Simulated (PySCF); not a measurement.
Start geometry of `C(=C(C)C)(Cl)C(F)=O` from GFN2-xTB (Å):
```
atom  x, y, z in Å
C1    -1.2014    1.3608    0.0223
C2    -0.2715    0.1996    0.0042
C3    -0.9067   -1.1483    0.0654
C4     1.0704    0.3488   -0.0570
Cl5    1.8176    1.9198   -0.1059
C6     1.9890   -0.7793   -0.0831
O7     1.7414   -1.9422   -0.0720
F8     3.2914   -0.3907   -0.1290
H9    -1.6781    1.4239    1.0007
H10   -1.9887    1.2125   -0.7151
H11   -0.6893    2.2961   -0.1788
H12   -0.7108   -1.7027   -0.8516
H13   -0.4838   -1.7416    0.8738
H14   -1.9802   -1.0570    0.2039
```

Task: What comes out of this run: PBE0-D3(BJ)/def2-SVP geometry optimisation, gas phase (PySCF)?

Result: 
```
atom  x, y, z in Å
C1    -1.2718    1.2897   -0.0464
C2    -0.2725    0.1829   -0.0012
C3    -0.8449   -1.2038    0.0004
C4     1.0631    0.4227    0.0315
Cl5    1.7037    2.0380    0.0510
C6     2.0632   -0.6622    0.0386
O7     1.8449   -1.8321    0.0179
F8     3.3163   -0.2126    0.0612
H9    -1.8774    1.2765    0.8760
H10   -1.9730    1.1181   -0.8793
H11   -0.8138    2.2785   -0.1540
H12   -0.6173   -1.7224   -0.9445
H13   -0.4107   -1.8291    0.7913
H14   -1.9359   -1.1623    0.1204
```

The energy falls by 0.044 eV over 13 energy and gradient evaluations, the largest force component goes from 0.0279 to 3.5e-04 Eh/bohr, and the atoms move by 0.043 Å rms after alignment. The bond that changes most is C6–F8 (acyl halide carbon to acyl fluorine), which shortens by 0.028 Å. Bonds longer at the end by more than 0.005 Å: 9 of 13; shorter: 1. Among the angles that change most is C4–C6–O7, from 128.8° to 126.7°. Rotational constants go from 2031, 1669, 926.7 to 2014, 1664, 921.6 MHz. The orientation of the end geometry is arbitrary; only internal coordinates are fixed.

The run used 146 basis functions and 95 SCF cycles in all. The run took 2.6 min on Arm Neoverse N1, one thread, no GPU, on a shared host, and the process peaked at 0.64 GiB of memory.

Stationary, but not proved a minimum. One conformer, not necessarily the lowest.
